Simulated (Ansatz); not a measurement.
**Molecular dynamics of C2H4SSi**

The input (input.yaml):

```yaml
crystal:
  periodic: [false, false, false]
  atoms:
    - { symbol: Si, position_ang: [-0.335561, 1.013299, -0.435788] }
    - { symbol: C, position_ang: [-0.322074, -0.757435, 0.278181] }
    - { symbol: C, position_ang: [0.791005, -1.371254, 0.617948] }
    - { symbol: S, position_ang: [2.189311, -2.085855, 1.021918] }
    - { symbol: H, position_ang: [-0.982004, 1.013731, -1.805715] }
    - { symbol: H, position_ang: [-1.134226, 1.931611, 0.466289] }
    - { symbol: H, position_ang: [1.085397, 1.511867, -0.541302] }
    - { symbol: H, position_ang: [-1.291836, -1.255973, 0.398469] }
magnetization:
  spin_polarized: true
basis:
  gaussian: { orbitals: "6-31G" }
hamiltonian:
  xc: pbe
md:
  timestep: 0.5
  n_steps: 219
  ensemble: nvt_nose_hoover
  temperature: 700.0
  initial_velocities: maxwell_boltzmann
  seed: 93744
```

Launched with:

```bash
$ ansatz run input.yaml --threads 1 --pin off --max-ram 2048MiB --backend cpu --events-out ev --progress --plain --runs-dir out
```

It starts from a relaxed structure.

Output, in part (one step line in 8, the closing report, with atoms numbered from 0):

```
md step     0: t =     0.00 fs  T =   700.0 K  F+E_penalty+E_count = -20836.29022432 eV  E_kin = 0.542892 eV  conserved = -20835.74733232 eV  (27 SCF iters)
md step     8: t =     4.00 fs  T =   385.1 K  F+E_penalty+E_count = -20836.04347361 eV  E_kin = 0.298652 eV  conserved = -20835.74490096 eV  (27 SCF iters)
md step    16: t =     8.00 fs  T =   375.6 K  F+E_penalty+E_count = -20836.03595809 eV  E_kin = 0.291314 eV  conserved = -20835.74517769 eV  (27 SCF iters)
md step    24: t =    12.00 fs  T =   272.5 K  F+E_penalty+E_count = -20835.95512788 eV  E_kin = 0.211361 eV  conserved = -20835.74508956 eV  (27 SCF iters)
md step    32: t =    16.00 fs  T =   479.6 K  F+E_penalty+E_count = -20836.11612416 eV  E_kin = 0.371961 eV  conserved = -20835.74668216 eV  (28 SCF iters)
md step    40: t =    20.00 fs  T =   349.6 K  F+E_penalty+E_count = -20836.01188898 eV  E_kin = 0.271155 eV  conserved = -20835.74516249 eV  (28 SCF iters)
md step    48: t =    24.00 fs  T =   407.2 K  F+E_penalty+E_count = -20836.05438401 eV  E_kin = 0.315781 eV  conserved = -20835.74541382 eV  (27 SCF iters)
md step    56: t =    28.00 fs  T =   377.5 K  F+E_penalty+E_count = -20836.02900728 eV  E_kin = 0.292808 eV  conserved = -20835.74583825 eV  (26 SCF iters)
md step    64: t =    32.00 fs  T =   507.9 K  F+E_penalty+E_count = -20836.12791664 eV  E_kin = 0.393928 eV  conserved = -20835.74682703 eV  (27 SCF iters)
md step    72: t =    36.00 fs  T =   364.2 K  F+E_penalty+E_count = -20836.01072324 eV  E_kin = 0.282482 eV  conserved = -20835.74489411 eV  (27 SCF iters)
md step    80: t =    40.00 fs  T =   465.9 K  F+E_penalty+E_count = -20836.08560960 eV  E_kin = 0.361344 eV  conserved = -20835.74560727 eV  (27 SCF iters)
md step    88: t =    44.00 fs  T =   363.3 K  F+E_penalty+E_count = -20836.00116655 eV  E_kin = 0.281782 eV  conserved = -20835.74543280 eV  (27 SCF iters)
md step    96: t =    48.00 fs  T =   410.5 K  F+E_penalty+E_count = -20836.03396231 eV  E_kin = 0.318371 eV  conserved = -20835.74618163 eV  (29 SCF iters)
md step   104: t =    52.00 fs  T =   220.0 K  F+E_penalty+E_count = -20835.88006294 eV  E_kin = 0.170621 eV  conserved = -20835.74428659 eV  (25 SCF iters)
md step   112: t =    56.00 fs  T =   492.7 K  F+E_penalty+E_count = -20836.08678465 eV  E_kin = 0.382154 eV  conserved = -20835.74576271 eV  (27 SCF iters)
md step   120: t =    60.00 fs  T =   484.7 K  F+E_penalty+E_count = -20836.07271852 eV  E_kin = 0.375884 eV  conserved = -20835.74594180 eV  (27 SCF iters)
md step   128: t =    64.00 fs  T =   501.9 K  F+E_penalty+E_count = -20836.07833991 eV  E_kin = 0.389236 eV  conserved = -20835.74657797 eV  (27 SCF iters)
md step   136: t =    68.00 fs  T =   224.6 K  F+E_penalty+E_count = -20835.85435996 eV  E_kin = 0.174167 eV  conserved = -20835.74434570 eV  (27 SCF iters)
md step   144: t =    72.00 fs  T =   504.5 K  F+E_penalty+E_count = -20836.06538710 eV  E_kin = 0.391268 eV  conserved = -20835.74622198 eV  (27 SCF iters)
md step   152: t =    76.00 fs  T =   516.5 K  F+E_penalty+E_count = -20836.06362474 eV  E_kin = 0.400614 eV  conserved = -20835.74582051 eV  (27 SCF iters)
md step   160: t =    80.00 fs  T =   521.8 K  F+E_penalty+E_count = -20836.05601541 eV  E_kin = 0.404667 eV  conserved = -20835.74568092 eV  (28 SCF iters)
md step   168: t =    84.00 fs  T =   264.6 K  F+E_penalty+E_count = -20835.84473434 eV  E_kin = 0.205186 eV  conserved = -20835.74379771 eV  (27 SCF iters)
md step   176: t =    88.00 fs  T =   459.2 K  F+E_penalty+E_count = -20835.98754847 eV  E_kin = 0.356154 eV  conserved = -20835.74561967 eV  (27 SCF iters)
md step   184: t =    92.00 fs  T =   604.9 K  F+E_penalty+E_count = -20836.08860956 eV  E_kin = 0.469175 eV  conserved = -20835.74573066 eV  (26 SCF iters)
md step   192: t =    96.00 fs  T =   680.0 K  F+E_penalty+E_count = -20836.12844929 eV  E_kin = 0.527376 eV  conserved = -20835.74549457 eV  (27 SCF iters)
md step   200: t =   100.00 fs  T =   457.6 K  F+E_penalty+E_count = -20835.93903786 eV  E_kin = 0.354889 eV  conserved = -20835.74429828 eV  (27 SCF iters)
md step   208: t =   104.00 fs  T =   600.0 K  F+E_penalty+E_count = -20836.03719503 eV  E_kin = 0.465351 eV  conserved = -20835.74677397 eV  (27 SCF iters)
md step   216: t =   108.00 fs  T =   462.4 K  F+E_penalty+E_count = -20835.91746069 eV  E_kin = 0.358612 eV  conserved = -20835.74575164 eV  (27 SCF iters)
md step   219: t =   109.50 fs  T =   534.3 K  F+E_penalty+E_count = -20835.96791357 eV  E_kin = 0.414391 eV  conserved = -20835.74570444 eV  (27 SCF iters)
Total energy: -20835.96794996 eV, -765.7076990345 hartree
Atom 0 at    -0.368158     1.003647    -0.530816 Å, force     0.633182    -1.405244     0.968893 eV/Å
Atom 1 at    -0.244215    -0.609410     0.660182 Å, force    -1.189107     1.794411     0.310517 eV/Å
Atom 2 at     0.869616    -1.286109     0.720906 Å, force    -1.554475     0.569384     0.228513 eV/Å
Atom 3 at     2.153548    -2.175776     0.906765 Å, force     1.977768    -1.248209     0.032730 eV/Å
Atom 4 at     0.904692     1.249417    -1.283644 Å, force     0.334084    -0.001525     0.134216 eV/Å
Atom 5 at    -1.355753     0.811847    -1.584502 Å, force    -0.926175    -0.080835    -0.584793 eV/Å
Atom 6 at    -0.691633     2.117015     0.390298 Å, force    -0.177880     0.510396     0.194326 eV/Å
Atom 7 at    -0.998735    -0.626530     1.527180 Å, force     0.902604    -0.138377    -1.284404 eV/Å
Dipole moment:    -0.284025     0.294297     0.015086 e Å
```

The run went to its last step. The conserved energy stayed within 0.45 meV per atom of its start (net change 0.2 meV per atom), so the integration is sound. The mean temperature of the second half is 31 % below the set value. A run of 0.11 ps of so small a system gives no equilibrium averages. Limits of this set-up: no polarisation functions.

The same pairs are bonded in the first frame and the last. Pairs count as bonded within 1.25 times the sum of covalent radii (0.12 Å more for H–H).

Last frame:

```xyz
8
Properties=species:S:1:pos:R:3
Si -0.368 1.004 -0.531
C -0.244 -0.609 0.660
C 0.870 -1.286 0.721
S 2.154 -2.176 0.907
H 0.905 1.249 -1.284
H -1.356 0.812 -1.585
H -0.692 2.117 0.390
H -0.999 -0.626 1.527
```

Time of the run: 17 min on 1 thread of Arm Neoverse N1, with other jobs on the host, peak memory 0.12 GiB.
